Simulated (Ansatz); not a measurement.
`N[Si](F)(Cl)Br` and `O[Si](F)(Cl)Br` differ in one atom or group.

Ansatz, PBE0-D4/def2-TZVP geometries, multiplicity 1. Each molecule was computed in one conformer, which needn't be the lowest.

Scalar relativity is left out up to krypton.

```tsv
property	`N[Si](F)(Cl)Br`
LUMO energy (B3LYP/def2-TZVPP) / eV	-0.11
HOMO energy (PBE/def2-TZVPP) / eV	-6.91
size of the dipole moment (B3LYP/def2-TZVPP) / D	2.57
HOMO–LUMO gap (B3LYP/def2-TZVPP) / eV	8.01
HOMO–LUMO gap (ωB97M-V/def2-TZVPP) / eV	12.64
HOMO energy (PBE0/def2-TZVPP) / eV	-8.39
```

**Question.** Give the same properties after the change, and the shifts. (Estimate.)

**Answer.** Ansatz gave: 
| property | `O[Si](F)(Cl)Br` | shift |
| --- | --- | --- |
| LUMO energy (B3LYP/def2-TZVPP) / eV | -0.42 | -0.31 |
| HOMO energy (PBE/def2-TZVPP) / eV | -7.66 | -0.75 |
| size of the dipole moment (B3LYP/def2-TZVPP) / D | 1.68 | -0.89 |
| HOMO–LUMO gap (B3LYP/def2-TZVPP) / eV | 8.30 | 0.29 |
| HOMO–LUMO gap (ωB97M-V/def2-TZVPP) / eV | 12.90 | 0.26 |
| HOMO energy (PBE0/def2-TZVPP) / eV | -9.01 | -0.62 |

With PBE0 the HOMO falls by 0.62 eV and the LUMO falls by 0.30 eV, so the gap widens by about 0.32 eV. PBE moves the HOMO by -0.75 eV and ωB97M-V by -0.49 eV. The zero-point energy changes by -31.0 kJ/mol with -3 modes. Dipoles are sizes alone; their direction can turn.

B3LYP here is the variant with VWN-RPA as its local correlation; programs differ in this.

Spin–orbit coupling is left out; it splits and shifts lone-pair levels of the heavy atoms by tenths of an eV.
